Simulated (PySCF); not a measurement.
A geometry optimisation on `BrC1C=C1`.

Method: PBE0-D3(BJ)/def2-SVP geometry optimisation, gas phase (PySCF 2.14.0). Start geometry: GFN2-xTB. The input is one job of a driver script: a line of settings, then coordinates in Å.

Input:
```
{"job": {"xc": "PBE0", "basis": "def2-SVP", "d3": "d3bj", "grid": 1, "kind": "geom"}, "charge": 0, "multiplicity": 1}
Br     2.009191    -0.270667    -1.122259
C      0.593861    -0.158671     0.251316
C     -0.803702    -0.488298    -0.109176
C     -0.537003     0.777551     0.062698
H      1.034049    -0.382133     1.212534
H     -1.470222    -1.272607    -0.369475
H     -0.822840     1.799728     0.047284
```

Output:
```
step   0  E = -2689.35453352  max force = 0.022833
step   1  E = -2689.35584503  max force = 0.003395
step   2  E = -2689.35587262  max force = 0.000756
step   3  E = -2689.35587577  max force = 0.000618
step   4  E = -2689.35587826  max force = 0.000244
optimisation converged
```

Energies in Eh; «max force» is the largest Cartesian gradient component in Eh/bohr.

Question: Give the first gradient maximum in eV/Å.

Answer: With 1 Eh/bohr = 51.422 eV/Å, 1.174 eV/Å.

Main results: final energy -2689.35588 Eh after 4 steps; dipole 2.76 D.

Question: Where do the atoms end?

Answer: 0.015 Å rms from the input after alignment:
```
atom  x, y, z in Å
Br1    1.9903   -0.1971   -1.1536
C2     0.5969   -0.1457    0.2342
C3    -0.7851   -0.5096   -0.1000
C4    -0.5488    0.7600    0.0884
H5     1.0836   -0.3781    1.1885
H6    -1.4595   -1.3184   -0.3685
H7    -0.8782    1.7956    0.0898
```

The run took 9.6 s of wall time on one thread of an Arm Neoverse V1, shared host with 64 logical CPUs at a one-minute load of 32, and the process peaked at 0.46 GiB of memory.
Labels such as C1 count atoms from 1, the log's own numbers from 0.
